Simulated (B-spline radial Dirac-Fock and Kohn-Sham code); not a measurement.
La³⁺: photoemission with 200 eV photons

System: the La³⁺ ion in the configuration [Kr] 4d10 5s2 5p6.

Input file task.json (cfg lists n, l and occupation; rrms is the nuclear radius in fm):

```json
{"items": [{
  "Z": 57,
  "q": 3,
  "cfg": [[1, 0, 2], [2, 0, 2], [2, 1, 6], [3, 0, 2], [3, 1, 6], [3, 2, 10], [4, 0, 2], [4, 1, 6], [4, 2, 10], [5, 0, 2], [5, 1, 6]],
  "A": 139,
  "rrms": 4.855,
  "do": ["binding", "quiet", "photo", "scan"],
  "hv": [40.81, 90.9, 200, 2220.0, 2720.0, 2984.4, 5414.7, 6000, 16400.0, 17479.3, 20200.0, 31800.0, 37900.0, 40000, 150000, 162000.0]
}]}
```

Command: `python xray_run.py task.json out`

Method: the independent-particle Dirac-Slater model, thresholds from Dirac-Fock. Computed with an atomic code on a B-spline grid. The asymmetry parameter β is from the dipole term alone. Kinetic energies are from the vacuum level.

The last column is dσ/dΩ = σ/(4π) · [1 − (β/2) P₂(cos θ)] at θ = 0° from the beam of unpolarised light.

| subshell | electrons | binding (eV) | kinetic (eV) | σ (kb) | β | dσ/dΩ (kb/sr) |
| --- | --- | --- | --- | --- | --- | --- |
| 4d3/2 | 4 | 140.0 | 60.01 | 214 | -0.98 | 25.4 |
| 4d5/2 | 6 | 137.0 | 62.96 | 353 | -0.91 | 40.9 |
| 5s | 2 | 70.94 | 129.1 | 72.0 | 1.95 | 0.147 |
| 5p1/2 | 2 | 51.72 | 148.3 | 43.5 | 0.64 | 2.36 |
| 5p3/2 | 4 | 49.00 | 151.0 | 113 | 0.72 | 5.79 |

Branching ratios of the spin-orbit partners (statistical value in brackets): 4d 1.65 (1.50), 5p 2.61 (2.00).
